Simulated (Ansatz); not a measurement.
`OC(F)(S)[SiH2]Cl` and `OC(F)(F)[SiH2]Cl` differ in one atom or group.

Ansatz, PBE0-D4/def2-TZVP geometries, multiplicity 1. Each molecule was computed in one conformer, which needn't be the lowest.

| property | `OC(F)(S)[SiH2]Cl` |
| --- | --- |
| HOMO–LUMO gap (PBE/def2-TZVPP) / eV | 4.90 |
| LUMO energy (B3LYP/def2-TZVPP) / eV | -0.81 |
| HOMO–LUMO gap (ωB97M-V/def2-TZVPP) / eV | 11.18 |
| HOMO–LUMO gap (B3LYP/def2-TZVPP) / eV | 6.62 |
| HOMO–LUMO gap (PBE0/def2-TZVPP) / eV | 7.08 |
| HOMO energy (PBE/def2-TZVPP) / eV | -6.39 |

Give the same properties after the change, and the shifts. (Best estimate.)

Ansatz gave: 
```tsv
property	`OC(F)(F)[SiH2]Cl`	shift
HOMO–LUMO gap (PBE/def2-TZVPP) / eV	6.63	1.73
LUMO energy (B3LYP/def2-TZVPP) / eV	-0.32	0.49
HOMO–LUMO gap (ωB97M-V/def2-TZVPP) / eV	13.10	1.92
HOMO–LUMO gap (B3LYP/def2-TZVPP) / eV	8.57	1.95
HOMO–LUMO gap (PBE0/def2-TZVPP) / eV	9.01	1.93
HOMO energy (PBE/def2-TZVPP) / eV	-7.65	-1.26
```

With PBE0 the HOMO falls by 1.44 eV and the LUMO rises by 0.49 eV, so the gap widens by about 1.93 eV. PBE moves the HOMO by -1.26 eV and ωB97M-V by -1.46 eV.

B3LYP here is the variant with VWN-RPA as its local correlation; programs differ in this.
